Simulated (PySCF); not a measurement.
## Calculated data, CH₄BGeN, CH₈GeSi₂

Calculation on a computer-drawn molecule: the log of a Hartree-Fock and frozen-core CCSD(T) single point meant for a local Hartree-Fock minimum, with one planted fault or none, to be diagnosed. Offsets are logged minus clean, where the clean run is the same molecule without the fault. The reference is restricted for singlets and unrestricted otherwise, and also for a bond in bohr or an excited solution. Adding or removing an electron swaps singlet and doublet. The excited solution moves the top pair (singlet) or top alpha electron (doublet) to the lowest empty orbital. Highest occupied and lowest empty are orbital energies over both spins, largest force is the largest gradient component, triples share is (T) over the correlation energy, the T1 limit is 0.02 restricted and 0.045 unrestricted, electrons count all cores, a negative frequency is imaginary (commonest isotopes), and the dipole is about the centre of nuclear charge; on germanium a core potential holds 10 electrons, which the energies leave out, and 3d is frozen in MP2 and coupled-cluster steps. Program: PySCF 2.14.0.

Common to all runs: meant charge 0; meant multiplicity 1; meant basis and core potential on germanium cc-pVDZ-PP ECP10MDF; logged SCF converged yes; logged CC converged yes; logged SCF stable within its kind yes; possible faults no fault, one electron removed, one electron added, multiplicity raised by two, geometry at a saddle point, SCF held on an excited solution, minimal basis STO-3G, one bond length entered in bohr, all coordinates scaled.

```json
{"entry": 1, "formula": "CH4BGeN", "logged_structure": {"atoms_angstrom": [["C", -1.6697, -0.883, 1.1918], ["B", -0.9213, -0.4242, 0.1097], ["Ge", 0.2999, 0.0872, -1.5289], ["N", -0.3003, 1.7852, -1.7368], ["H", -1.5512, -1.89, 1.5826], ["H", -2.4058, -0.2675, 1.7004], ["H", -0.998, 2.2656, -1.2022], ["H", 0.0751, 2.3678, -2.4612]]}, "given": {"meant_basis": "cc-pVDZ", "logged_electrons": 53, "logged_basis_functions": 85, "logged_spin_squared": 0.7577, "logged_highest_occupied [eV]": -14.152, "logged_lowest_empty [eV]": -6.0469, "logged_largest_force [hartree/bohr]": 0.055442, "logged_T1_diagnostic": 0.027168, "logged_D1_diagnostic": 0.11834, "logged_triples_share": 0.033113, "logged_dipole_magnitude [debye]": 6.3743, "logged_energy_HF [hartree]": -412.39124, "logged_energy_CCSD(T) [hartree]": -412.8662, "drawn_bonds_atom": [1, 2, 3, 1, 1, 4, 4], "drawn_bonds_other_atom": [2, 3, 4, 5, 6, 7, 8], "drawn_bonds_order": [2, 1, 1, 1, 1, 1, 1]}, "results": {"planted_fault": "one electron removed", "HF_energy_offset_from_clean_run [kcal/mol]": 164.6, "CCSD(T)_energy_offset_from_clean_run [kcal/mol]": 191.3}}
{"entry": 2, "formula": "CH8GeSi2", "logged_structure": {"atoms_angstrom": [["C", -1.2, 1.4973, 1.063], ["Si", -0.7867, 0.5099, -0.2566], ["Si", 1.3016, -0.553, -0.4444], ["Ge", 2.7041, -0.0573, 1.4493], ["H", -2.1644, 1.9872, 1.1479], ["H", -0.5182, 1.6855, 1.8856], ["H", -1.7619, 0.2938, -1.3451], ["H", 1.9674, -0.1042, -1.6923], ["H", 1.0951, -2.0191, -0.5456], ["H", 2.9582, 1.4503, 1.5447], ["H", 4.0507, -0.7746, 1.3006], ["H", 2.0372, -0.528, 2.7455]]}, "given": {"meant_basis": "cc-pV(D+d)Z", "logged_electrons": 73, "logged_basis_functions": 123, "logged_spin_squared": 0.7561, "logged_highest_occupied [eV]": -14.83, "logged_lowest_empty [eV]": -6.138, "logged_largest_force [hartree/bohr]": 0.058351, "logged_T1_diagnostic": 0.014339, "logged_D1_diagnostic": 0.046193, "logged_triples_share": 0.02691, "logged_dipole_magnitude [debye]": 8.1471, "logged_energy_HF [hartree]": -913.45756, "logged_energy_CCSD(T) [hartree]": -913.93419, "drawn_bonds_atom": [1, 2, 3, 1, 1, 2, 3, 3, 4, 4, 4], "drawn_bonds_other_atom": [2, 3, 4, 5, 6, 7, 8, 9, 10, 11, 12], "drawn_bonds_order": [2, 1, 1, 1, 1, 1, 1, 1, 1, 1, 1]}, "results": {}}
```

Questions
1. Which fault was planted in the run of CH₈GeSi₂ (entry 2)?

Calculated values
1. one electron removed

Further results for CH₈GeSi₂ (entry 2):

```
HF energy offset from clean run      : 161.6 kcal/mol
CCSD(T) energy offset from clean run : 194.1 kcal/mol
```
